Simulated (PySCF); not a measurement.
C₂H₅Se, SMILES [CH2][Se]C, doublet, CAM-B3LYP/def2-SVP optimised geometry.

```
8

C      1.33    -0.70     0.00
Se    -0.51    -0.70     0.00
C     -0.81     1.22     0.00
H      1.84    -1.67    -0.01
H      1.89     0.22     0.17
H     -0.36     1.67     0.89
H     -0.38     1.66    -0.91
H     -1.89     1.38     0.02
```

Density from unrestricted CAM-B3LYP/def2-TZVP run with PySCF 2.14.0 at that geometry.

Minimum of the electron density along straight lines between bonded atoms, close to the bond critical point (lines longer than 1.1 times the sum of covalent radii, or with two minima, are not listed):

| bond | length / Å | ρ at the minimum / e bohr⁻³ | ∇²ρ there / e bohr⁻⁵ | position (fraction from the first atom) |
|---|---|---|---|---|
| C1–Se2 | 1.845 | 0.178 | -0.21 | 0.50 |
| Se2–C3 | 1.942 | 0.153 | -0.18 | 0.52 |
| C1–H4 | 1.090 | 0.277 | -0.96 | 0.65 |
| C1–H5 | 1.090 | 0.276 | -0.95 | 0.65 |
| C3–H6 | 1.097 | 0.276 | -0.94 | 0.65 |
| C3–H7 | 1.097 | 0.276 | -0.95 | 0.65 |
| C3–H8 | 1.097 | 0.275 | -0.94 | 0.65 |
